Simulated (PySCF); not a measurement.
# Reading the logs of faulty runs: BCl2H2Si

All numbers below are calculated, not measured. They come from PySCF 2.14.0, an open-source quantum chemistry program, on an isolated molecule that a program drew, which may never have been made. The molecule is BCl2H2Si (charge 0, doublet), drawn as the SMILES string `B[Si](Cl)Cl`.

Each row is a Hartree-Fock (HF) and frozen-core CCSD(T) single point in the cc-pV(D+d)Z basis, meant for a local HF minimum. Run 1 is clean. Each other run has one planted mistake out of seven kinds, and not every kind appears here: one electron removed, one electron added, multiplicity raised by two, geometry at a saddle point, minimal basis STO-3G, one bond length entered in bohr, all coordinates scaled. The reference is restricted for singlets and unrestricted otherwise, and also for a bond in bohr. Adding or removing an electron swaps singlet and doublet. Electrons count all cores. HOMO and LUMO are orbital energies over both spins, the gradient is its largest component, and the lowest frequency (negative if imaginary) is given only where the gradient is small. Bond lengths are over the 5 bonds as drawn. T1 is the CCSD diagnostic: over 0.02 (restricted) or 0.045 (unrestricted) a single reference is doubtful.

Geometry of the clean run:
```xyz
6
BCl2H2Si, angstrom
B    -2.6087   -1.5243    1.7636
Si   -1.7559   -1.1971   -0.0094
Cl   -2.9623   -1.4322   -1.6673
Cl   -0.7208    0.5762   -0.2185
H    -3.5087   -2.3068    1.8380
H    -2.1086   -1.0552    2.7423
```

```
run  electrons  basis functions  <S^2>  HOMO (eV)  LUMO (eV)  gradient (hartree/bohr)  lowest frequency (cm^-1)  mean bond (Å)  longest bond (Å)      T1  HF (hartree)  CCSD(T) (hartree)                          mistake
  1         55               93  0.782      -9.06       0.16                  9.9e-06                       141         1.7024             2.064  0.0221   -1233.83785        -1234.33193                         no fault
  2         56               93  0.000      -1.51       6.68                  5.7e-02                         -         1.7024             2.064  0.0222   -1233.85694        -1234.39003               one electron added
  3         55               93  0.762      -8.43       0.31                  1.9e-05                       -65         1.6764             2.041  0.0153   -1233.83618        -1234.33729       geometry at a saddle point
  4         55               93  1.728      -8.42      -1.02                  9.8e-03                         -         2.0697             3.900  0.0283   -1233.72253        -1234.19383  one bond length entered in bohr
  5         55               93  3.765      -7.64      -3.04                  6.2e-02                         -         1.7024             2.064  0.0209   -1233.68095        -1234.16878       multiplicity raised by two
  6         55               93  0.785      -8.58       0.59                  6.4e-02                         -         1.5816             1.917  0.0215   -1233.80429        -1234.29855                                ?
```

**Which mistake was planted in run 6, and what did it cost?**

The mean and the longest bond both change by the same factor, 0.929, and the gradient is no longer small. So the mistake is: all coordinates scaled. Subtracting run 1 and multiplying by 627.51 kcal/mol a hartree, the energy moved by 21.1 kcal/mol in HF and 20.9 kcal/mol in CCSD(T).

Cautions from the logs. Run 2: T1 is over the limit, so its CCSD(T) energy is less reliable.
